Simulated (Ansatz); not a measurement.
Ansatz (a first-principles code) job for ClH₄NO₂Si, SMILES [Si](O)(N)(Cl)O, PBE/def2-SVPD. Geometry: PBE0-D3(BJ)/def2-SVP. This is a generated structure with no PubChem entry under its InChIKey; it may be hypothetical. The values are those of a single conformer.

Ansatz 0.2 input:
```yaml
crystal:
  periodic: [false, false, false]
  atoms:
    - {symbol: N, position_ang: [1.79073047, -0.30433070, -0.15728374]}
    - {symbol: Si, position_ang: [0.12323270, -0.02293139, -0.33820305]}
    - {symbol: O, position_ang: [-0.23742751, 1.37858554, -1.13185812]}
    - {symbol: O, position_ang: [-0.62578571, -1.20677355, -1.20044528]}
    - {symbol: Cl, position_ang: [-0.61680985, 0.06762555, 1.59345683]}
    - {symbol: H, position_ang: [2.13162830, -0.72940840, 0.69623705]}
    - {symbol: H, position_ang: [2.35451173, -0.55838065, -0.96053689]}
    - {symbol: H, position_ang: [0.12310679, 2.18472348, -0.75101667]}
    - {symbol: H, position_ang: [-1.47814451, -0.96971034, -1.57919326]}
basis:
  gaussian:
    orbitals: def2-SVPD
hamiltonian:
  xc: {name: PBE}
```

Log of the run:

```
WARN ansatz: RAYON_NUM_THREADS=1 ignored (pool sized by the plan → 1); use --threads N
Functional definition: PBE
integrals: 0.09 GiB planned
1305 factors; their error is unknown
mean field: 0.56 GiB planned
mean field evaluation 1: about -26012.3851 eV, gradient 9.7e1 eV
mean field evaluation 2: about -25950.0392 eV, gradient 1.9e2 eV
mean field evaluation 4: about -26028.9067 eV, gradient 1.6e1 eV
mean field evaluation 8: about -26029.4250 eV, gradient 2.9e-1 eV
mean field evaluation 16: about -26029.3765 eV, gradient 3.2e-4 eV
mean field -26029.37652093 eV, -956.5619437990 hartree, gradient 7.4e-5 eV, S^2 0.000000; 0 other end points of the search recorded, 0 dependent functions left out
reference -26029.37657082 eV, -956.5619456325 hartree; 29, 29 occupied and 120, 120 virtual orbitals, 1305 factors
Total energy: -26029.37657082 eV, -956.5619456325 hartree
```

The run converged.
